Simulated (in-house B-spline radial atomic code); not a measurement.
Se+ is squeezed into an impenetrable sphere of radius R (the orbitals vanish at R). All numbers are computed (scalar-relativistic (X2C) Hartree-Fock, spin-polarised, averaged over the determinants with the given up and down occupations; Fermi nucleus of rms radius 4.14 fm) with an all-electron radial atomic-structure program (B-spline basis), not measured.

Energies in eV above the free ion in [Ar] 3d10 4s2 4p3:

| R (bohr) | highest level (eV) | [Ar] 3d10 4s2 4p3 | [Ar] 3d10 4s2 4p2 4d1 | [Ar] 3d10 4s1 4p4 |
| --- | --- | --- | --- | --- |
| 7.7 | -21.4 | 0.002843 | 13.67 | 11.01 |
| 6.87 | -21.4 | 0.01575 | 13.94 | 11.03 |
| 5.38 | -21.2 | 0.3047 | 15.4 | 11.43 |
| 4.1 | -19.5 | 3.46 | 21.49 | 15.19 |
| 3.72 | -18 | 7.028 | 26.7 | 19.23 |
| 3.1 | -12.5 | 22.42 | 46.28 | 36.13 |
| 2.64 | -2.98 | 54.19 | 83.13 | 70.09 |
| 2.3 | 11.2 | 107.4 | 141.7 | 126 |
| 1.73 | 75.6 | 387.5 | 432.8 | 414 |
| 1.44 | 166 | 836.6 | 883.9 | 868.5 |

Problem. Does [Ar] 3d10 4s2 4p2 4d1 fall below [Ar] 3d10 4s2 4p3 under compression?

Solution. No, it stays above over the whole range.

Problem. Does [Ar] 3d10 4s1 4p4 fall below [Ar] 3d10 4s2 4p3 under compression?

Solution. No, it stays above over the whole range.

The highest level is first positive in the row R = 2.3 bohr, pushed up by confinement above the zero of the free ion's potential. Each configuration is held fixed and needn't be the lowest in the sphere.
